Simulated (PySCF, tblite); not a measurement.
Species: C7H8Cl2Si.
Geometry (GFN2-xTB, Å), atoms numbered from 1 in this order:
```
atom  x, y, z in Å
C1    -1.5229   -1.3570    0.1873
C2    -1.3595   -0.2556   -0.8490
Si3   -2.5454    1.2776   -0.7828
C4    -0.8053    1.9170   -0.4309
C5    -0.2264    0.7050   -0.5373
C6     1.1124    0.3263   -0.4028
C7     2.2585   -0.0256   -0.2566
C8     3.6122   -0.4729   -0.1508
Cl9    4.5499    0.0338   -1.6005
Cl10   3.6698   -2.2638   -0.0114
H11   -2.3873   -1.9750   -0.0478
H12   -1.6631   -0.9312    1.1793
H13   -0.6397   -1.9953    0.2138
H14   -1.2267   -0.7127   -1.8326
H15   -3.1668    1.6693   -2.0454
H16   -3.4931    1.2841    0.3285
H17   -0.3042    2.8489   -0.2236
H18    4.1289   -0.0665    0.7214
```

Theory: PBE0/pcSseg-1 in PySCF (dipole) on a GFN2-xTB geometry, gas phase.

Masses are those of the commonest isotopes; rigid-rotor values at the optimised geometry. 

(1) What are A, B and C (MHz)?

(2) Classify the top.

(3) What does the inertial defect say?

(4) Where do the levels up to J = 5 lie, in MHz?

(5) Predict some low-J microwave lines.

(6) Estimate the classical rotational partition function at 100 K, 298.15 K and 500 K.

Answers

(1) Ia = 288.22, Ib = 1540.94, Ic = 1757.05 u·Å²; 505379 MHz·u·Å²/I gives A = 1753, B = 328.0, C = 287.6 MHz.

(2) A near-prolate asymmetric top; Ray's κ = -0.945.

(3) Not planar: Δ = Ic − Ia − Ib = -72.11 u·Å². For a rigid frame Δ = −2 Σ m c², so Σ m c² = 36.05 u·Å² lies off the ab plane: 10.55 from hydrogen and 25.51 from heavier atoms. The atom farthest from that plane is 1.69 Å away.

(4) Above 0(0,0):
J = 1: 1(0,1) 616, 1(1,1) 2041, 1(1,0) 2081
J = 2: 2(0,2) 1846, 2(1,2) 3232, 2(1,1) 3353, 2(2,1) 7629, 2(2,0) 7630
J = 3: 3(0,3) 3689, 3(1,3) 5018, 3(1,2) 5260, 3(2,2) 9476, 3(2,1) 9480, 3(3,1) 16705, 3(3,0) 16705
J = 4: 4(0,4) 6143, 4(1,4) 7398, 4(1,3) 7801, 4(2,3) 11938, 4(2,2) 11951, 4(3,2) 19169, 4(3,1) 19169, 4(4,1) 29287, 4(4,0) 29287
J = 5: 5(0,5) 9205, 5(1,5) 10371, 5(1,4) 10976, 5(2,4) 15014, 5(2,3) 15043, 5(3,3) 22250, 5(3,2) 22250, 5(4,2) 32367, 5(4,1) 32367, 5(5,1) 45376, 5(5,0) 45376
The levels of one J sum to (2J + 1)J(J + 1)(A + B + C)/3.

(5) The dipole components are |μa| = 2.19 D, |μb| = 0.03 D, |μc| = 0.96 D. The squared components, which scale the intensities, stand as 1.00 : 0.00 : 0.19 (a : b : c). Some lines, for components of 0.1 D or more:

```csv
type,branch,"J(Ka,Kc)",MHz,lower level (cm⁻¹)
a,R,"1(0,1) ← 0(0,0)",616,0.000
a,R,"2(1,2) ← 1(1,1)",1191,0.068
a,R,"2(0,2) ← 1(0,1)",1230,0.021
a,R,"2(1,1) ← 1(1,0)",1272,0.069
c,Q,"2(1,2) ← 2(0,2)",1386,0.062
c,Q,"1(1,1) ← 1(0,1)",1425,0.021
c,R,"1(1,0) ← 0(0,0)",2081,0.000
c,R,"2(1,1) ← 1(0,1)",2737,0.021
c,Q,"2(2,1) ← 2(1,1)",4276,0.112
c,R,"2(2,0) ← 1(1,0)",5549,0.069
c,R,"2(2,1) ← 1(1,1)",5588,0.068
```

(6) Point group C1, symmetry number σ = 1; q = (√π/σ)·√((kT/h)³/(ABC)), k/h = 20836.6 MHz/K: 415000 at 100 K, 2130000 at 298.15 K, 4630000 at 500 K.

Its lowest GFN2-xTB frequency is 4 cm⁻¹, too small to tell a flat minimum from a shallow saddle. Constants of a rigid frame at the computed geometry: no zero-point averaging, no centrifugal distortion. A rigid rotor knows nothing of internal rotation, which can split or shift real lines. Quadrupole hyperfine structure (35Cl) is left out.
